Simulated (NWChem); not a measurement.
Species: CH$_{7}$BP$_{2}$; SMILES CB(P)P

```xyz
11

B      0.3622    -0.0311     0.0000
C      1.9387     0.0416     0.0000
H      2.3639     0.5211    -0.8898
H      2.3639     0.5211     0.8898
H      2.3104    -0.9960     0.0000
P     -0.5890     0.0988    -1.6593
H      0.2349    -0.7156    -2.4802
H     -1.6398    -0.8366    -1.4774
P     -0.5890     0.0988     1.6593
H     -1.6398    -0.8366     1.4774
H      0.2349    -0.7156     2.4802
```
Atoms are numbered in this order, from 1.

Program: NWChem. All runs use the structure optimised with B3LYP/6-31G* (spherical d).

Question: Taking Hartree-Fock/def2-TZVPP as the yardstick, which of these has the fewest basis functions while keeping “dipole (D)” within 0.1 D of it: Hartree-Fock/STO-3G; Hartree-Fock/def2-TZVPD; Hartree-Fock/def2-SVPD; Hartree-Fock/def2-TZVP; Hartree-Fock/def2-SVP?

Answer: Hartree-Fock/def2-SVPD.
| level | basis functions | dipole (D) |
|---|---|---|
| Hartree-Fock/STO-3G | 35 | 1.35 |
| Hartree-Fock/def2-SVP | 99 | 1.89 |
| Hartree-Fock/def2-SVPD | 144 | 1.78 |
| Hartree-Fock/def2-TZVP | 178 | 1.77 |
| Hartree-Fock/def2-TZVPD | 223 | 1.76 |
| Hartree-Fock/def2-TZVPP | 244 | 1.76 |

The yardstick is one finite set, not the basis-set limit.
